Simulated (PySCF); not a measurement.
Telling isomers of C7H11FOSi apart by NMR

- GIAO PBE0/pcSseg-1 shieldings
- GFN2-xTB geometry
- run in PySCF
- non-relativistic Hamiltonian, single conformer, isolated molecule, fast rotation and ring inversion assumed for equivalent nuclei

δ = σ(ref) − σ, references computed at the same level: ¹H and ¹³C vs TMS. Splittings of carbon signals by F and P are missing where no couplings were computed. Where no couplings were computed, multiplicities follow the n + 1 count of equivalent neighbours, and m marks all less simple cases (inequivalent or close neighbours, rings, F or P nearby). Shifts are as computed. Against solution values, carbons near 30 ppm lie about +3 ppm off and those near 130 ppm about +5 ppm. Of 1211 compounds with measured shifts, 218 miss one by over three times the rms of a fit or turn the order of signals round; such compounds aren't used in these exercises.

(1) Tabulate the signals of `CC#C/C=C(\C)O[SiH2]CF`, `C=C(/C=C\O/C=C/F)[SiH2]C`, `C=C(C)C1=C(F)[Si@@H](OC)C1`, `CO[Si@H]1CC(C2CC2)=C1F` and their relative energies.

(2) What is the quickest way to tell C=C(C)C1=C(F)[Si@@H](OC)C1 from CO[Si@H]1CC(C2CC2)=C1F?

(3) What is the quickest way to tell C=C(/C=C\O/C=C/F)[SiH2]C from C=C(C)C1=C(F)[Si@@H](OC)C1?

(4) What is the quickest way to tell CC#C/C=C(\C)O[SiH2]CF from C=C(C)C1=C(F)[Si@@H](OC)C1?

Results:

(1) 
```tsv
SMILES	carbon types	δC	δH	E rel. (kcal/mol)
CC#C/C=C(\C)O[SiH2]CF	3×C 1×CH 1×CH2 2×CH3	167.1, 99.4, 98.1, 82.3, 76.9, 19.2, 5.9	5.15 (s, 1H), 5.15 (m, 2H), 5.06 (m, 2H), 2.27 (s, 3H), 2.23 (s, 3H)	21.0
C=C(/C=C\O/C=C/F)[SiH2]C	1×C 4×CH 1×CH2 1×CH3	148.0, 147.8, 145.2, 142.3, 135.6, 126.5, -6.2	7.22 (m, 1H), 7.10 (m, 1H), 6.17 (d, 1H), 6.08 (br s, 1H), 5.84 (d, 1H), 5.59 (br s, 1H), 4.73 (q, 2H), 0.14 (t, 3H)	37.1
C=C(C)C1=C(F)[Si@@H](OC)C1	3×C 2×CH2 2×CH3	173.7, 147.1, 143.2, 122.5, 54.2, 25.0, 15.6	5.49 (m, 1H), 5.37 (m, 1H), 5.24 (m, 1H), 4.00 (s, 3H), 2.24 (s, 3H), 1.42 (m, 1H), 1.31 (m, 1H)	0.0
CO[Si@H]1CC(C2CC2)=C1F	2×C 1×CH 3×CH2 1×CH3	172.0, 148.3, 54.1, 12.5, 12.0, 6.7, 6.0	5.43 (m, 1H), 3.99 (s, 3H), 2.11 (m, 1H), 0.93 (m, 1H), 0.81 (m, 1H), 0.77 (m, 1H), 0.75 (m, 1H), 0.69 (m, 1H), 0.67 (m, 1H)	6.6
```

Energies are electronic energies at PBE0/pcSseg-1 on these geometries, without zero-point or thermal terms, each for the one conformer computed, which needn't be the lowest.

(2) Both give the same number of carbon signals, but DEPT or the intensities differ. The first has a terminal =CH2 carbon at 122.5 ppm, the second a three-membered-ring carbon (CH) at 12.5 ppm. Their most deshielded carbons lie at 173.7 and 172.0 ppm.

(3) Both give the same number of carbon signals, but DEPT or the intensities differ. The first has a β carbon of an enol-ether or enamine type C=C (CH) at 147.8 ppm, the second a methyl carbon bonded to O (CH3) at 54.2 ppm. Their most deshielded carbons lie at 148.0 and 173.7 ppm. In the proton spectra the most deshielded non-exchanging signals are 7.22 (m, 1H) and 5.49 (m, 1H).

(4) Both give the same number of carbon signals, but DEPT or the intensities differ. The first has a β carbon of an enol-ether or enamine type C=C (CH) at 98.1 ppm, the second an allylic sp3 CH2 bonded to Si at 15.6 ppm. Their most deshielded carbons lie at 167.1 and 173.7 ppm.
